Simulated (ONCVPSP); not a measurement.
## u(r) = r·R(r): atom against pseudo-atom (barium (Ba))

Columns: radius, all-electron u(r) and pseudo u(r) of the 5s shell (level -34.96 eV) of barium in the configuration [Kr] 4d10 5s2 5p6 6s1 6p1; LDA (Perdew-Wang 92), scalar-relativistic, ONCV scheme, ONCVPSP 4.0.1.

| r (bohr) | all-electron | pseudo |
| --- | --- | --- |
| 0.163 | 0.2132 | 0.1379 |
| 0.325 | 0.0278 | 0.2725 |
| 0.488 | -0.4730 | 0.4018 |
| 0.650 | -0.3695 | 0.5193 |
| 0.813 | 0.0410 | 0.6209 |
| 0.975 | 0.4474 | 0.7011 |
| 1.138 | 0.7335 | 0.7584 |
| 1.300 | 0.8833 | 0.7913 |
| 1.463 | 0.9268 | 0.8001 |
| 1.625 | 0.8978 | 0.7848 |
| 1.788 | 0.8259 | 0.7463 |
| 1.950 | 0.7337 | 0.6876 |
| 2.113 | 0.6347 | 0.6133 |
| 2.275 | 0.5391 | 0.5314 |
| 2.438 | 0.4507 | 0.4488 |
| 2.600 | 0.3728 | 0.3726 |
| 2.763 | 0.3052 | 0.3052 |
| 2.925 | 0.2483 | 0.2483 |
| 3.088 | 0.2005 | 0.2005 |
| 3.250 | 0.1613 | 0.1613 |
| 3.413 | 0.1291 | 0.1290 |
| 3.575 | 0.1030 | 0.1030 |
| 3.738 | 0.0819 | 0.0819 |
| 3.900 | 0.0651 | 0.0650 |
| 4.063 | 0.0515 | 0.0515 |
| 4.225 | 0.0407 | 0.0407 |

Task: How many radial nodes do the two functions have?

Result: The all-electron 5s function has n − l − 1 = 4 (the table is too coarse to show those close to the nucleus); the pseudo-wave has 0, since the states of the same l below it are removed with the core.

Task: At about which radius was the pseudo-wave matched?

Result: 3.00 bohr. The columns agree to 0.0005 from 2.60 bohr on; several derivatives are matched, so the curves merge somewhat inside the radius.

Task: Is the pseudo-wave norm-conserving?

Result: Yes: the ONCV scheme keeps the norm inside the radius equal to the all-electron one, which fixes the energy derivative of the logarithmic derivative at the level.
